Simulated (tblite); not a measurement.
Compound: C5H6Cl2O.
Bonds: Cl1–C2, C2–Cl3, C2–C4, C4–C5 (double), C5–C6, C6–O7, O7–C8, C4–C8. Hydrogens: H9 on C2; H10 on C5; H11, H12 on C6; H13, H14 on C8.

Computed with GFN2-xTB (tblite), gas phase: Langevin dynamics at 600 K from the optimised GFN2-xTB geometry, time step 0.5 fs, friction 0.01 fs⁻¹, 2000 steps.

Start geometry:
```
atom  x, y, z in Å
Cl1     2.538   -1.071   -1.198
C2      1.878   -0.146    0.182
Cl3     2.603    1.488    0.185
C4      0.407   -0.057    0.086
C5     -0.495   -0.503    0.950
C6     -1.867   -0.196    0.445
O7     -1.679    0.468   -0.794
C8     -0.295    0.590   -1.077
H9      2.204   -0.648    1.095
H10    -0.324   -1.010    1.880
H11    -2.459   -1.109    0.289
H12    -2.421    0.457    1.134
H13    -0.028    1.651   -1.175
H14    -0.064    0.085   -2.024
```

The statistics below take the 31 frames saved every 25 fs from 250 to 1000 fs; their kinetic temperature (all 3N coordinates) averages 571 K.

Task: How do the bond lengths spread?

Result: 
| bond | start (Å) | mean (Å) | standard deviation (Å) | shortest (Å) | longest (Å) |
| --- | --- | --- | --- | --- | --- |
| Cl1–C2 | 1.788 | 1.808 | 0.063 | 1.699 | 1.949 |
| C2–Cl3 | 1.787 | 1.794 | 0.054 | 1.702 | 1.926 |
| C2–C4 | 1.477 | 1.482 | 0.028 | 1.438 | 1.570 |
| C4=C5 | 1.327 | 1.332 | 0.027 | 1.273 | 1.369 |
| C5–C6 | 1.493 | 1.521 | 0.047 | 1.429 | 1.601 |
| C6–O7 | 1.419 | 1.420 | 0.041 | 1.314 | 1.513 |
| O7–C8 | 1.417 | 1.418 | 0.045 | 1.334 | 1.521 |
| C4–C8 | 1.504 | 1.515 | 0.030 | 1.445 | 1.571 |
| C2–H9 | 1.091 | 1.098 | 0.038 | 1.018 | 1.178 |
| C5–H10 | 1.073 | 1.076 | 0.029 | 1.000 | 1.154 |
| C6–H11 | 1.099 | 1.105 | 0.036 | 1.024 | 1.173 |
| C6–H12 | 1.099 | 1.109 | 0.039 | 1.039 | 1.185 |
| C8–H13 | 1.098 | 1.116 | 0.050 | 1.036 | 1.212 |
| C8–H14 | 1.098 | 1.106 | 0.043 | 1.034 | 1.202 |

Task: Give the same statistics for bond angles, one of each kind among heavy atoms.

Result: 
| angle | start (°) | mean (°) | standard deviation (°) | smallest (°) | largest (°) |
| --- | --- | --- | --- | --- | --- |
| Cl1–C2–Cl3 | 108.9 | 108.0 | 5.6 | 95.5 | 120.3 |
| Cl1–C2–C4 | 110.4 | 108.9 | 4.0 | 100.3 | 116.9 |
| C2–C4–C5 | 127.9 | 127.1 | 4.8 | 117.1 | 136.8 |
| C2–C4–C8 | 122.8 | 123.3 | 4.4 | 111.5 | 131.4 |
| C5–C4–C8 | 109.3 | 108.8 | 2.3 | 104.1 | 114.0 |
| C4–C5–C6 | 109.6 | 108.7 | 2.7 | 104.2 | 115.5 |
| C5–C6–O7 | 105.7 | 104.7 | 3.3 | 97.9 | 110.9 |
| C6–O7–C8 | 110.1 | 109.3 | 3.8 | 103.2 | 118.0 |
| C4–C8–O7 | 105.4 | 105.1 | 2.9 | 98.2 | 109.7 |

Task: How far does each atom move about its mean position (frames aligned on the start, all atoms weighted alike), and what rms force does it feel?

Result: 
```tsv
atom	rms displacement (Å)	rms force (eV/Å)
Cl1	0.46	1.01
C2	0.09	1.88
Cl3	0.44	0.97
C4	0.13	2.29
C5	0.14	2.50
C6	0.09	2.35
O7	0.28	2.26
C8	0.14	2.48
H9	0.31	1.20
H10	0.26	1.23
H11	0.32	1.33
H12	0.32	1.31
H13	0.23	1.52
H14	0.24	1.43
```

The displacements run from 0.09 to 0.46 Å, the largest at Cl1.

Task: How widely does the potential energy scatter, against a harmonic estimate?

Result: Mean 0.86 eV above the start, standard deviation 0.188 eV, range 0.58 to 1.41 eV. For 36 classical harmonic modes at 600 K the canonical values are 36kT/2 = 0.93 eV and kT·√(36/2) = 0.219 eV.

The run is classical and short, so these are rough statistics of one trajectory.

The cost below is that of the whole dynamics run. On an Intel Xeon Platinum 8375C at 2.90 GHz with one thread, no GPU, shared host with 96 logical CPUs at a one-minute load of 68, this took 19 s of wall time and 0.18 GiB of memory at its peak.
